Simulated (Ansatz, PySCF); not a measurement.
Species: sum formula GeHCl₂, charge 0, multiplicity 2. It need not be the lowest isomer of its formula. 
Coordinates optimised at B3LYP-D3(BJ)/def2-TZVP (Ansatz, a quantum-chemistry and plane-wave program):
```xyz
4

Ge    -0.0828     0.5378     0.3317
Cl     1.8280    -0.3165    -0.2602
Cl    -1.6624    -0.7210    -0.4752
H     -0.1658     0.4271     1.8880
```
Charge 0, spin multiplicity 2.

Total electronic energies in hartree. Correlated levels leave the core frozen unless marked. UHF or UKS for open shells. No spin-orbit coupling. Frozen are the shells of the preceding noble gas and the d and f shells that filled before the atom's block. Non-relativistic. CBS(X,Y): correlation extrapolated as X^-3; Hartree-Fock from the larger set. [CCSD(T)-MP2]/basis is that difference in the basis named.

```json
[
 {"level": "HF/6-31G", "program": "Ansatz", "energy (Eh)": "-2994.57716"},
 {"level": "HF-D4/def2-TZVPD", "program": "PySCF + dftd4", "energy (Eh)": "-2995.05053"},
 {"level": "PBE-D3(BJ)/def2-TZVPD", "program": "Ansatz + dftd3", "energy (Eh)": "-2997.39718"},
 {"level": "TPSS/def2-TZVPD", "program": "PySCF", "energy (Eh)": "-2998.09846"},
 {"level": "PBE0/def2-TZVPD", "program": "Ansatz", "energy (Eh)": "-2997.51854"},
 {"level": "PW6B95-D3(BJ)/def2-TZVPD", "program": "PySCF + dftd3", "energy (Eh)": "…"},
 {"level": "B2GP-PLYP-D3(BJ)/def2-TZVPD", "program": "Ansatz + dftd3", "energy (Eh)": "-2997.17222"},
 {"level": "RI-MP2/def2-QZVPP", "program": "Ansatz", "energy (Eh)": "-2995.62018"},
 {"level": "RI-MP2/CBS(def2-TZVPPD,def2-QZVPPD)+[CCSD(T)-MP2]/def2-TZVPPD", "program": "Ansatz", "energy (Eh)": "-2995.7172"}
]
```

Task: Fill in the missing entries.

Result: 
- PW6B95-D3(BJ)/def2-TZVPD, energy (Eh): -2999.79269
